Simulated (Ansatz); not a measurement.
Loss of CH4: C3H11BO → B(CH3)2(OH) + CH4

Species: C3H11BO `C[OH+][BH-](C)C`, singlet; B(CH3)2(OH), singlet; CH4 (methane) `C`, singlet. 

Shapes, held fixed at every level: PBE0-D4/def2-TZVP. Flexible molecules stand in one conformer, not always the lowest. Programs: Ansatz 0.2.0. The zero-point and thermal change to 298 K, harmonic and unscaled (PBE0-D4/def2-TZVP), is -6.6 kJ/mol.

Q: Estimate ΔH(298 K) of this reaction.

A: The highest level, CCSD(T)/CBS estimate, gives ΔH(298 K) = -210.5 kJ/mol; the levels span -239.5 to -206.4. The column of differences is taken from that level and isn't an error. No measured value is set beside it here. The CBS estimate extrapolates MP2 from def2-TZVPP and def2-QZVPP and adds CCSD(T) − MP2 in the triple-zeta set, cores frozen.

| level | kind | ΔH(298 K) (kJ/mol) | less CCSD(T)/CBS estimate |
| --- | --- | --- | --- |
| HF/def2-SVP | Hartree–Fock | -239.5 | -29.0 |
| r2SCAN-D4/def2-TZVPP | meta-GGA | -212.8 | -2.3 |
| B3LYP-D4/def2-TZVPP | global hybrid | -216.9 | -6.4 |
| PBE0-D4/def2-TZVPP | global hybrid | -206.4 | +4.1 |
| r2SCAN0-D4/def2-TZVPP | global hybrid | -211.7 | -1.2 |
| wB97X-V/def2-TZVPP | range-separated hybrid | -206.4 | +4.1 |
| CCSD(T)/def2-TZVPP | coupled cluster or CI | -207.6 | +2.9 |
| CCSD(T)/CBS estimate | coupled cluster or CI | -210.5 | 0.0 |
